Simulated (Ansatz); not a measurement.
Reaction (redistribution): `C[O][In]([CH3])[SH]` + `[NH2][W](=[S])(=[S])[Cl]` → `[CH3][In]([SH])[Cl]` + `C[O][W]([NH2])(=[S])=[S]`

Isolated molecules relaxed with PBE0-D4/def2-TZVP in Ansatz; ΔE leaves out vibrations. CBS: MP2 limit from def2 TZ/QZ plus the TZ coupled-cluster correction, frozen cores. DFT in def2-TZVPP. Elements past krypton have def2 core potentials. For In, W outer-core shells are correlated without core-valence functions, which leaves a few kJ/mol of doubt a bond. Each species was taken in one conformer, which may not be the lowest.

`C[O][In]([CH3])[SH]`:

Cartesian coordinates in Å:
```
C 1.694 1.028 -0.627
O 0.340 1.047 -0.976
In -1.027 -0.124 -0.128
C -0.484 -1.495 1.417
S -3.108 0.360 -1.160
H 1.936 0.334 0.194
H 2.022 2.027 -0.312
H 2.310 0.734 -1.488
H -1.376 -1.881 1.908
H 0.146 -0.987 2.147
H 0.076 -2.323 0.982
H -2.531 1.278 -1.956
```

`[NH2][W](=[S])(=[S])[Cl]`:

```xyz
7

N    -0.272    1.070    0.546
W     0.161   -0.592   -0.296
S    -1.325   -2.004    0.245
S     0.183   -0.274   -2.392
Cl    2.194   -1.313    0.394
H    -0.110    1.971    0.120
H    -0.832    1.142    1.383
```

`[CH3][In]([SH])[Cl]`:

```xyz
8

C     1.306   -0.227   -0.879
In   -0.507    0.094    0.190
S    -0.934    0.074    2.525
Cl   -2.473    0.551   -1.004
H     1.100   -0.188   -1.947
H     2.026    0.548   -0.612
H     1.719   -1.200   -0.614
H    -2.237    0.349    2.341
```

`C[O][W]([NH2])(=[S])=[S]`:

Cartesian coordinates in Å:
```
C -1.700 1.321 0.178
O -0.870 0.226 -0.116
W 0.905 -0.249 0.124
N 1.201 -1.996 -0.632
S 1.331 -0.298 2.211
S 2.139 1.174 -0.872
H -1.321 2.223 -0.312
H -2.704 1.103 -0.190
H -1.737 1.487 1.259
H 1.187 -2.846 -0.090
H 1.570 -2.145 -1.560
```

```json
{"level": "PBE", "ΔE (kcal/mol)": "-18.4"}
{"level": "LC-ωPBE", "ΔE (kcal/mol)": "-21.1"}
```

Question: What does CCSD(T)/CBS give? (Best estimate.)

Answer: Computed: -17.6 kcal/mol. The listed levels differ from it by -0.8, -3.5 kcal/mol.

Largest T1 diagnostic among the species: 0.022, so the coupled-cluster value is less sure than usual.

From r2SCAN to r2SCAN0 (25 % exact exchange), in def2-TZVPP and without D4, ΔE moves by −1.0 kcal/mol. Leaving LDA and LC-ωPBE aside and taking each functional with its dispersion term where it has one, the values, not all of them listed here, spread over 3.5 kcal/mol, from BHLYP-D4 to B2PLYP. In def2-TZVPP, CCSD(T) changes the Hartree–Fock value by +6.9 kcal/mol (the triples alone add +1.1 kcal/mol) and MP2 by +10.4 kcal/mol.
